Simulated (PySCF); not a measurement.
Se(F)(Et) (C₂H₅FSe), SMILES CC[Se]F.

Coordinates come from a PBE0-D3(BJ)/def2-SVP optimisation. This is a generated structure with no PubChem entry under its InChIKey; it may be hypothetical. One conformer was computed; it need not be the lowest.

Two levels are set side by side: TDA-PBE/def2-SVPD (PySCF) and TDA-B3LYP/def2-SVPD (PySCF). Vertical, same geometry. The lowest singlet is HOMO→LUMO 99 % with PBE and HOMO→LUMO 99 % with the other functional; states are paired by order. Differences are taken from unrounded values.

```json
[
 {"quantity": "lowest singlet excitation (eV)", "TDA-B3LYP": "3.07", "TDA-PBE": "2.97", "TDA-PBE minus TDA-B3LYP": "-0.10"},
 {"quantity": "lowest triplet excitation (TDA) (eV)", "TDA-B3LYP": "2.21", "TDA-PBE": "2.11", "TDA-PBE minus TDA-B3LYP": "-0.10"},
 {"quantity": "first bright state (f over 0.05) (eV)", "TDA-B3LYP": "5.79", "TDA-PBE": "6.58", "TDA-PBE minus TDA-B3LYP": "0.78"},
 {"quantity": "its oscillator strength", "TDA-B3LYP": "0.06", "TDA-PBE": "0.06", "TDA-PBE minus TDA-B3LYP": "0.00"}
]
```

A lower first singlet is the usual sign of a functional without exact exchange. Differences between two approximate levels are no errors against the true value.

Rough cost on one machine, each run with all the roots and properties that it gave: TDA-B3LYP against TDA-PBE about 2 times.
